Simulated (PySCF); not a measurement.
## Adding and removing an electron: SeH

UHF-CCSD(T); PySCF, no relativity, basis sets H def2-SVPD, Se def2-SVPD. Neutral (UHF): doublet (π ↑), Re = 1.471 Å, ωe = 2440 cm⁻¹, De = 3.19 eV.

SeH⁻ (RHF): singlet (closed shell), Re = 1.476 Å, ωe = 2381 cm⁻¹. The energies at the minima are -2400.35320 hartree for SeH and -2400.43106 for SeH⁻.

Work out the adiabatic electron affinity, without and with harmonic zero-point energies (1 hartree = 27.2114 eV, 1 eV = 8065.5 cm⁻¹), and the change of the bond length.

At CCSD(T): 0.07786 hartree = 2.119 eV between the minima; the zero-point term (2440.0 − 2381.0)/2 cm⁻¹ = +0.004 eV makes it 2.122 eV. Re changes by +0.5 pm against the neutral. The electron enters a π orbital, which is non-bonding in a hydride.

Correlated steps freeze 9 core orbitals. Correlated levels converge slowly with the basis: in double zeta they bind strong bonds too weakly, by up to about 1 eV, and carry superposition errors of some tenths. States were picked by a PBE0 search and need not be the measured ground states.

Neutral and ion stand on different kinds of reference determinant, which adds to the error of the difference.
